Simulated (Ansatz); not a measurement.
`N/C(O)=[N]\[AlH2]`. The species carries charge 0 and has multiplicity 1. Geometry: relaxed with PBE0-D4/def2-TZVP. It is one conformer, not always the lowest.

```xyz
10

N     1.203   -0.906    1.085
C     0.209   -0.753    0.171
O    -0.209   -1.973   -0.253
N    -0.286    0.329   -0.221
Al   -0.929    1.874   -0.662
H     1.726   -0.087    1.331
H     1.656   -1.799    1.159
H    -0.926   -1.802   -0.873
H    -2.118    2.490    0.185
H    -0.326    2.626   -1.921
```

(1) What is the dipole moment at r2SCAN/def2-TZVPP? (An estimate is asked.)

(2) And with PBE, B3LYP, ωB97M-V? (Best estimate.)

(3) Give the Mulliken charges with r2SCAN, PBE, B3LYP in def2-TZVPP. (Estimate.)

Results:

(1) The calculation gave: 2.46 D, with components (1.67, -1.70, 0.64) D in this frame, pointing from negative to positive charge.

(2) Computed: PBE 2.46 D, B3LYP 2.31 D, ωB97M-V 2.30 D.

(3) The calculation gave: 
```json
{"atom": "N1", "r2SCAN": "-0.33", "PBE": "-0.28", "B3LYP": "-0.29"}
{"atom": "C2", "r2SCAN": "0.44", "PBE": "0.30", "B3LYP": "0.38"}
{"atom": "O3", "r2SCAN": "-0.31", "PBE": "-0.25", "B3LYP": "-0.29"}
{"atom": "N4", "r2SCAN": "-0.51", "PBE": "-0.36", "B3LYP": "-0.42"}
{"atom": "Al5", "r2SCAN": "0.46", "PBE": "0.29", "B3LYP": "0.38"}
{"atom": "H6", "r2SCAN": "0.19", "PBE": "0.18", "B3LYP": "0.17"}
{"atom": "H7", "r2SCAN": "0.18", "PBE": "0.18", "B3LYP": "0.17"}
{"atom": "H8", "r2SCAN": "0.22", "PBE": "0.20", "B3LYP": "0.21"}
{"atom": "H9", "r2SCAN": "-0.17", "PBE": "-0.13", "B3LYP": "-0.15"}
{"atom": "H10", "r2SCAN": "-0.17", "PBE": "-0.13", "B3LYP": "-0.15"}
```

B3LYP here is the variant with VWN-RPA as its local correlation; programs differ in this.
